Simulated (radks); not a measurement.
Results of a calculation; reference values are marked as such.
Nd20+, 40 electrons, occupied as [Kr] 4d4 (the NIST ground configuration). Code: a radial shooting solver on a logarithmic mesh with Libxc functionals. Model: Dirac Kohn-Sham, BLYP, spin-unpolarised, spherical densities, finite nucleus; open shells fill j = l - 1/2 first; Fermi nuclear charge, rms radius 4.9123 fm.

Unscreened Slater integrals over Kohn-Sham orbitals (eV). Large and small components are both included. Empty in this configuration: 4d5/2.

| integral | value |
|---|---|
| F0(4d3/2,4d3/2) | 39.956 |
| F2(4d3/2,4d3/2) | 20.489 |
| F0(4d3/2,4p3/2) | 40.242 |
| F2(4d3/2,4p3/2) | 20.799 |
| G1(4d3/2,4p3/2) | 26.049 |
| G3(4d3/2,4p3/2) | 16.596 |
| F0(4d3/2,4p1/2) | 40.945 |
| G1(4d3/2,4p1/2) | 26.735 |
| F0(4d3/2,4s1/2) | 41.160 |
| G2(4d3/2,4s1/2) | 20.686 |
| F0(4d3/2,4d5/2) | 39.751 |
| F2(4d3/2,4d5/2) | 20.394 |
| G2(4d3/2,4d5/2) | 20.351 |
| G4(4d3/2,4d5/2) | 13.811 |
| F0(4p3/2,4p3/2) | 40.614 |
| F2(4p3/2,4p3/2) | 21.345 |
| F0(4p3/2,4p1/2) | 41.324 |
| G2(4p3/2,4p1/2) | 21.536 |
| F0(4p3/2,4s1/2) | 41.542 |
| G1(4p3/2,4s1/2) | 28.191 |
| F0(4p3/2,4d5/2) | 40.036 |
| F2(4p3/2,4d5/2) | 20.706 |
| G1(4p3/2,4d5/2) | 26.028 |
| G3(4p3/2,4d5/2) | 16.562 |
| F0(4p1/2,4p1/2) | 42.092 |
| F0(4p1/2,4s1/2) | 42.319 |
| G1(4p1/2,4s1/2) | 28.755 |
| F0(4p1/2,4d5/2) | 40.724 |
| G3(4p1/2,4d5/2) | 16.810 |
| F0(4s1/2,4s1/2) | 42.567 |
| F0(4s1/2,4d5/2) | 40.936 |
| G2(4s1/2,4d5/2) | 20.576 |
| F0(4d5/2,4d5/2) | 39.551 |
| F2(4d5/2,4d5/2) | 20.306 |
| F4(4d5/2,4d5/2) | 13.779 |
